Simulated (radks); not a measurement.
These are the eigenvalues of the occupied orbitals of an atom or ion with whole-number occupations (hartree). All-electron calculation, non-relativistic Kohn-Sham, PBE, spin-polarised, spherical densities, point nucleus. Program: a radial shooting solver on a logarithmic mesh with Libxc functionals.

| orbital | eigenvalue |
|---|---|
| 1s | -0.57929 |

Which element is it, and in what charge state? The configuration may be excited. Open shells, if any, are filled with parallel spins first.

Answer. Z = 2, helium, charge 0: He in [He]. The 1s level, -0.57929 hartree, gives Z - s = 1.1 by -(Z - s)^2/2, which with screening narrows Z to a few neighbours, and with so few levels the electron count can be read from the list.
